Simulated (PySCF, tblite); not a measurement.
Potential energy curve for LiNa, singlet. Each curve is given relative to its own lowest point near equilibrium.

```json
[
 {"R / Å": "2.34", "A": "5.4", "B": "31.0", "C": "21.7"},
 {"R / Å": "2.51", "A": "0.0", "B": "15.4", "C": "8.6"},
 {"R / Å": "2.62", "A": "0.6", "B": "8.6", "C": "3.7"},
 {"R / Å": "2.72", "A": "3.2", "B": "4.2", "C": "1.2"},
 {"R / Å": "2.83", "A": "7.6", "B": "1.2", "C": "0.0"},
 {"R / Å": "2.93", "A": "12.8", "B": "0.0", "C": "0.2"},
 {"R / Å": "3.04", "A": "19.4", "B": "0.0", "C": "1.5"},
 {"R / Å": "3.07", "A": "21.4", "B": "0.3", "C": "2.1"},
 {"R / Å": "3.25", "A": "34.1", "B": "3.3", "C": "6.7"},
 {"R / Å": "3.43", "A": "46.8", "B": "8.7", "C": "13.0"},
 {"R / Å": "3.65", "A": "57.0", "B": "17.3", "C": "22.1"},
 {"R / Å": "3.95", "A": "79.5", "B": "31.0", "C": "35.6"},
 {"R / Å": "4.44", "A": "118.9", "B": "54.4", "C": "57.0"},
 {"R / Å": "4.85", "A": "149.2", "B": "72.5", "C": "73.0"},
 {"R / Å": "5.22", "A": "173.5", "B": "86.6", "C": "85.3"},
 {"R / Å": "5.91", "A": "209.9", "B": "106.4", "C": "103.0"},
 {"R / Å": "6.39", "A": "228.4", "B": "115.3", "C": "111.8"},
 {"R / Å": "7.20", "A": "249.4", "B": "122.5", "C": "121.7"},
 {"R / Å": "7.81", "A": "—", "B": "122.3", "C": "126.2"},
 {"R / Å": "8.79", "A": "—", "B": "114.3", "C": "130.2"}
]
```

Energies in kJ/mol.

**Question.** Assign the columns to these levels of theory: GFN2-xTB, 300 K electronic temperature (tblite); restricted LDA (SVWN5)/cc-pVDZ run with PySCF; MP2 on RHF/cc-pVDZ, 1 core orbital frozen in PySCF.

**Answer.** A is GFN2-xTB; B is RMP2; C is RKS-LDA (SVWN5).

Dashes: no converged value, or the column stops at the first point that the program doubted or that broke a chosen test of continuity, which isn't proof of a fault.

The restricted form behind RKS-LDA (SVWN5), RMP2 keeps the bonding electrons paired and can't separate into open-shell fragments. The T1 diagnostic of CCSD on the restricted reference of RMP2 exceeds 0.045 at 6.39 to 8.79 Å.
